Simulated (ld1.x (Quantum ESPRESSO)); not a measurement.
An all-electron radial function and its pseudo partner (V (Z = 23))

Columns: radius, all-electron u(r) and pseudo u(r) of the 3p shell (level -44.41 eV) of vanadium in the configuration [Ne] 3s2 3p6 3d3 4s1.75 4p0.25; PBE, scalar-relativistic, PAW scheme, ld1.x (Quantum ESPRESSO) 7.5.

```
r (bohr)  all-electron   pseudo
   0.105        0.4530  -0.0301
   0.210        0.4981  -0.1164
   0.315        0.1399  -0.2471
   0.420       -0.2996  -0.4046
   0.525       -0.6617  -0.5685
   0.630       -0.9034  -0.7186
   0.735       -1.0308  -0.8378
   0.840       -1.0691  -0.9146
   0.945       -1.0454  -0.9445
   1.050       -0.9833  -0.9298
   1.155       -0.9001  -0.8786
   1.260       -0.8079  -0.8027
   1.365       -0.7147  -0.7147
   1.470       -0.6254  -0.6256
   1.575       -0.5425  -0.5425
   1.680       -0.4674  -0.4674
   1.785       -0.4006  -0.4006
   1.890       -0.3418  -0.3418
   1.995       -0.2907  -0.2907
   2.100       -0.2465  -0.2465
   2.205       -0.2085  -0.2085
   2.310       -0.1761  -0.1761
   2.415       -0.1484  -0.1484
   2.520       -0.1250  -0.1250
   2.625       -0.1051  -0.1051
   2.730       -0.0883  -0.0883
```

(1) How many radial nodes do the two functions have?

(2) At about which radius was the pseudo-wave matched?

(3) Where does each function peak?

(4) Is the pseudo-wave norm-conserving?

Answers

(1) The all-electron 3p function has n − l − 1 = 1; the pseudo-wave has 0, since the states of the same l below it are removed with the core.

(2) 1.60 bohr. The columns agree to 0.0005 from 1.36 bohr on; several derivatives are matched, so the curves merge somewhat inside the radius.

(3) Outermost all-electron maximum near 0.84 bohr, pseudo maximum near 0.94 bohr (to the table’s step).

(4) No, it belongs to a PAW set: the norm inside the radius is not constrained, and the difference is carried by the augmentation charge.
